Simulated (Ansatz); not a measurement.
Cd₆S₆⁻, that is (CdS)6 prism with one electron more. Total charge -1; doublet. Geometry r2SCAN-D4/def2-SVP, that of the neutral singlet; atoms count from 1.

```xyz
12

Cd    0.5786    2.3313    0.1064
S    -1.4044    2.2274    1.5691
Cd   -1.0275   -0.1347    2.1697
S     0.6513   -1.9379    2.2836
Cd    2.1507   -0.8542    0.6526
S     2.7511    1.2866   -0.4144
Cd    1.0274    0.1348   -2.1698
S    -0.6513    1.9381   -2.2836
Cd   -2.1506    0.8542   -0.6528
S    -2.7511   -1.2866    0.4144
Cd   -0.5785   -2.3315   -0.1061
S     1.4043   -2.2273   -1.5691
```

In the def2 sets Cd takes a core potential; there is no spin–orbit coupling. Single mean-field runs in def2-TZVP are fitted with def2-universal-jkfit.

Question: Estimate the Mulliken populations from the PBE0/def2-TZVP orbitals of Ansatz.

Answer: 
```json
{"atom": "Cd1", "charge (e)": "0.52", "spin (α − β)": "0.19", "d electrons": "10.00"}
{"atom": "S2", "charge (e)": "-0.68", "spin (α − β)": "-0.02", "d electrons": "–"}
{"atom": "Cd3", "charge (e)": "0.52", "spin (α − β)": "0.19", "d electrons": "10.00"}
{"atom": "S4", "charge (e)": "-0.68", "spin (α − β)": "-0.02", "d electrons": "–"}
{"atom": "Cd5", "charge (e)": "0.52", "spin (α − β)": "0.19", "d electrons": "10.00"}
{"atom": "S6", "charge (e)": "-0.68", "spin (α − β)": "-0.02", "d electrons": "–"}
{"atom": "Cd7", "charge (e)": "0.52", "spin (α − β)": "0.19", "d electrons": "10.00"}
{"atom": "S8", "charge (e)": "-0.68", "spin (α − β)": "-0.02", "d electrons": "–"}
{"atom": "Cd9", "charge (e)": "0.52", "spin (α − β)": "0.19", "d electrons": "10.00"}
{"atom": "S10", "charge (e)": "-0.68", "spin (α − β)": "-0.02", "d electrons": "–"}
{"atom": "Cd11", "charge (e)": "0.52", "spin (α − β)": "0.19", "d electrons": "10.00"}
{"atom": "S12", "charge (e)": "-0.68", "spin (α − β)": "-0.02", "d electrons": "–"}
```
Mulliken values and Mayer orders depend strongly on the basis.

Question: Where does the spin sit?

Answer: Summed by element: Cd 1.14, S -0.14, of 1 unpaired in all. Largest on single atoms: Cd11 0.19, Cd3 0.19, Cd5 0.19.

Question: And the Mayer bond orders between bonded heavy atoms (over 0.3)?

Answer: Cd1–S2 0.72 (2.47 Å); Cd1–S6 0.72 (2.47 Å); Cd1–S8 0.43 (2.72 Å); S2–Cd3 0.72 (2.47 Å); S2–Cd9 0.43 (2.72 Å); Cd3–S4 0.72 (2.47 Å); Cd3–S10 0.43 (2.72 Å); S4–Cd5 0.72 (2.47 Å); S4–Cd11 0.43 (2.72 Å); Cd5–S6 0.72 (2.47 Å); Cd5–S12 0.43 (2.72 Å); S6–Cd7 0.43 (2.72 Å); Cd7–S8 0.72 (2.47 Å); Cd7–S12 0.72 (2.47 Å); S8–Cd9 0.72 (2.47 Å); Cd9–S10 0.72 (2.47 Å); S10–Cd11 0.72 (2.47 Å); Cd11–S12 0.72 (2.47 Å).
